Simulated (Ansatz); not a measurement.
Reaction (formal exchange of groups at a C–C bond): `CCB(C)F` + `C=C` → `C=CCB(C)F` + CH₄

Program: Ansatz. Geometries: PBE0-D4/def2-TZVP. ΔE: electronic, gas phase. CBS: MP2 limit from def2 TZ/QZ plus the TZ coupled-cluster correction, frozen cores. This one scheme is used for every species. DFT in def2-TZVPP. One conformer a species, not always the lowest.

Is it downhill or uphill in electronic energy at CCSD(T)/CBS, and by how much? (An estimate is asked.)

The calculation gave: Downhill: ΔE = -21.3 kJ/mol.

What do these levels give: PBE-D4, CCSD(T)/def2-SVP, HF/def2-TZVPP, MP2/def2-TZVPP, SCS-MP2/def2-TZVPP, HF/CBS(def2)? (Best estimate.)

The calculation gave: PBE-D4 -26.5, CCSD(T)/def2-SVP -22.4, HF/def2-TZVPP -15.1, MP2/def2-TZVPP -26.0, SCS-MP2/def2-TZVPP -22.7, HF/CBS(def2) -14.9 kJ/mol.

Largest T1 diagnostic among the species: 0.012.

Leaving LDA and LC-ωPBE aside and taking each functional with its dispersion term where it has one, the values, not all of them listed here, spread over 6.3 kJ/mol, from revPBE-D4 to ωB97X-V. LDA lies −3.4 kJ/mol from PBE without D4. The D4 term adds −3.9 kJ/mol with B3LYP and −2.4 kJ/mol with PBE0; it sums over pairs of atoms, weighted by their polarisabilities, and B3LYP, whose exchange is more repulsive, gets the larger term. In def2-TZVPP, CCSD(T) changes the Hartree–Fock value by −6.6 kJ/mol (the triples alone add −1.9 kJ/mol) and MP2 by −10.9 kJ/mol.

B3LYP here is the variant with VWN-RPA as its local correlation; programs differ in this.
